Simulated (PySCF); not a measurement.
ReBr4, SMILES [Br][Re]([Br])([Br])[Br] (connectivity only; charge and spin as stated), neutral, multiplicity 4.

The structure is a stationary point at PBE-D3(BJ)/def2-SVP. The multiplicity is an assumed one; other spin states were not compared. The def2 effective core potentials stand for the cores of Re; spin–orbit coupling is left out.

Level of theory: PBE-D3(BJ)/def2-SVP run with PySCF.

Frequencies are harmonic and unscaled.

Modes within 1.5 cm⁻¹ of each other (mostly degenerate sets) share a row, with their intensities summed.

Problem. Give all harmonic wavenumbers and intensities. (An estimate is asked for; the answer gives what the named calculation found.)

Solution. 
```
mode  ν (cm⁻¹)  IR (km/mol)  moving atoms (share of kinetic energy)
----  --------  -----------  --------------------------------------
1–3         39          0.1                                Br 100 %
4           82          0.0                                Br 100 %
5           98          0.1                        Br 83 %, Re 17 %
6          234          0.0                                Br 100 %
7–8        253         46.5                        Br 65 %, Re 35 %
9          281         32.7                        Br 54 %, Re 46 %
```
